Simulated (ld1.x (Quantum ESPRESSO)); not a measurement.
## What one change does to a pseudopotential (Cu (Z = 29), TM)

- Element: copper (Cu)
- Generator: ld1.x (Quantum ESPRESSO) 7.5
- Type: norm-conserving Troullier–Martins (Kleinman–Bylander form)
- Functional: PBE
- Relativity: scalar-relativistic
- Frozen core: [Ar]
- Valence charge: 11
- Reference configuration: 3d10 4s1 4p0
- Partial waves: 4s (bound): rc 1.65 bohr; 4p (bound, empty): rc 4.05 bohr; 3d (bound): rc 1.00 bohr
- Local potential: the d channel
- Core correction: none

All-electron outer shells of the reference configuration (PBE, scalar-relativistic, ld1.x):

```csv
shell,level (eV),outermost node (bohr),outermost maximum (bohr)
3s,-114.70,0.29,0.61
3p,-72.14,0.26,0.62
3d,-5.04,–,0.60
4s,-4.61,0.89,2.27
4p,-0.70,0.97,3.65
```

Change: all radii scaled by about 1.14 (s 1.88, p 4.60, d 1.14 bohr).

Cutoffs: the cutoffs (Ry, on a coarse ladder) from which the occupation-weighted sum of valence levels, in a spherical-Bessel basis at the reference potential, stays within 10 and 1 mRy of its value at 400 Ry; they do not see the model core or the augmentation charge, which bear on the density cutoff. Errors are all-electron minus pseudo energies relative to the spin-unpolarised reference configuration.

Problem. What does the change do?

Solution. Both files keep a bound ghost (p, s); of the 7 tests that both files solve, the error grows in 3 and shrinks in 2 by more than 15 % and 0.3 meV (median size 34.6 → 51.8 meV).

```csv
quantity,base,changed
"cutoff, loose",230 Ry,180 Ry
"cutoff, tight",over 300 Ry,over 300 Ry
loose cutoff by channel (10 mRy a level),"s 15 Ry, d 180 Ry","s 8 Ry, d 160 Ry"
bound ghosts,"s, p","s, p"
"error for 3d10 4s0 4p0, meV [ΔE 8.15 eV]",+3.6,+1.5
"error for 3d9 4s0 4p0, meV [ΔE 29.48 eV]",+61,+52
"error for 3d8 4s0 4p0, meV [ΔE 68.50 eV]",-95,-139
"error for 3d10 4s0 4p1, meV [ΔE 4.14 eV]",+4.8,+3.5
"error for 3d9 4s1 4p1, meV [ΔE 6.81 eV]",-35,-53
"error for 3d9 4s2 4p0, meV [ΔE 1.97 eV]",-71,-92
"error for 3d10 4s0.5 4p0, meV [ΔE 3.16 eV]",+0.4,-0.2
```

Base: These tests converged, but a pseudo level misses the all-electron one widely, so the file describes the atom poorly there or has found another state: 3d9 4s0 4p0: empty 4p by 4.4 eV (a node warning on the way); 3d8 4s0 4p0: empty 4s by 7.9 eV (a node warning on the way). Changed file: These tests converged, but a pseudo level misses the all-electron one widely, so the file describes the atom poorly there or has found another state: 3d9 4s0 4p0: empty 4p by 3.9 eV (a node warning on the way); 3d8 4s0 4p0: empty 4s by 7.4 eV (a node warning on the way). A true bound ghost makes a file unfit for plane-wave use even where its test errors are small: the radial tests pick states by their node count and pass the ghost by.
